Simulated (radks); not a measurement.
Values are calculated unless marked as measured or tabulated.
Task: The mean radii <r> (bohr) of the occupied orbitals of an atom or ion are listed with their occupations. Code: a radial shooting solver on a logarithmic mesh with Libxc functionals. Model: scalar-relativistic Kohn-Sham, r2SCAN, spin-polarised, spherical densities, finite nucleus; meta-GGA in the generalised Kohn-Sham scheme; Fermi nuclear charge, rms radius of each element as measured or else 0.836 A^(1/3) + 0.57 fm.

| orbital | occ. | <r> |
|---|---|---|
| 1s up | 1 | 0.07685 |
| 1s down | 1 | 0.07686 |
| 2s up | 1 | 0.3631 |
| 2s down | 1 | 0.3631 |
| 2p up | 3 | 0.3273 |
| 2p down | 3 | 0.3273 |
| 3s up | 1 | 1.156 |
| 3s down | 1 | 1.157 |
| 3p up | 3 | 1.269 |
| 3p down | 3 | 1.265 |
| 4s up | 1 | 3.610 |

Name the element and its charge. Open shells, if any, are filled with parallel spins first.

Result: Z = 20, calcium, charge +1: Ca+ in [Ar] 4s1. The 1s radius gives Z: for a bare nucleus <r> = (2 gamma + 1)/(2Z) with gamma = sqrt(1 - (Z/c)^2), 0.07446 bohr for Z = 20, and screening makes it slightly larger (0.07685 here). The occupations add up to 19, and the charge is Z minus that.
